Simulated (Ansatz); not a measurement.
Reaction (ligand exchange at a Ge–C bond): `C#[C][GeH2][OH]` + CH₃SH → `C[S][GeH2][OH]` + `C#C`

Calculated with Ansatz (gas phase, PBE0-D4/def2-TZVP geometries, no zero-point term in ΔE). CCSD(T)/CBS adds triple-zeta CCSD(T) − MP2 to the extrapolated MP2 energy (def2 sets, frozen cores). This one scheme is used for every species. Functionals use def2-TZVPP. B3LYP here is the variant with VWN-RPA as its local correlation; programs differ in this. For Ge outer-core shells are correlated without core-valence functions, which leaves a few kJ/mol of doubt a bond. Scalar relativity is left out up to krypton. Each species was taken in one conformer, which may not be the lowest.

`C#[C][GeH2][OH]`:

Cartesian coordinates in Å:
```
C -1.588 -0.418 -1.661
C -0.774 -0.315 -0.779
Ge 0.499 -0.214 0.617
O 0.971 1.499 0.678
H -2.307 -0.498 -2.443
H 1.717 -1.092 0.283
H -0.144 -0.639 1.947
H 1.625 1.676 1.358
```

CH₃SH:

```xyz
6

C     0.214   -0.050   -0.439
S    -1.173   -0.047    0.717
H     0.681    0.931   -0.506
H    -0.204   -0.303   -1.414
H     0.954   -0.804   -0.174
H    -0.472    0.273    1.816
```

`C[S][GeH2][OH]`:

Cartesian coordinates in Å:
```
C 0.890 1.247 -0.808
S 1.384 -0.436 -0.339
Ge -0.573 -1.269 0.260
O -1.006 -0.902 1.948
H 0.646 1.851 0.065
H 0.048 1.233 -1.500
H 1.747 1.695 -1.311
H -0.487 -2.795 0.224
H -1.638 -0.664 -0.678
H -1.012 0.039 2.139
```

`C#C`:

```xyz
4

C     0.505   -0.320   -0.027
C    -0.505    0.320    0.027
H     1.403   -0.891   -0.074
H    -1.403    0.891    0.074
```

| level | ΔE (kJ/mol) | difference from CCSD(T)/CBS |
| --- | --- | --- |
| PBE-D4 | -41.1 | -6.2 |
| B2PLYP | -32.0 | 2.9 |
| PBE0 | -35.6 | -0.7 |
| B3LYP | -32.8 | 2.1 |
| MP2/def2-TZVPP | -30.7 | 4.2 |
| CCSD/def2-TZVPP | -27.1 | 7.8 |
| CCSD(T)/def2-TZVPP | -28.9 | 6.0 |
| HF/def2-QZVPP | -24.4 | 10.5 |
| MP2/def2-QZVPP | -34.1 | 0.8 |
| MP2/CBS(def2) | -36.7 | -1.8 |
| CCSD(T)/CBS | -34.9 | 0 |

Largest T1 diagnostic among the species: 0.013.

The D4 term adds −5.0 kJ/mol with B3LYP and −2.8 kJ/mol with PBE0; it sums over pairs of atoms, weighted by their polarisabilities, and B3LYP, whose exchange is more repulsive, gets the larger term. In def2-TZVPP, CCSD(T) changes the Hartree–Fock value by −4.3 kJ/mol (the triples alone add −1.8 kJ/mol) and MP2 by −6.1 kJ/mol.
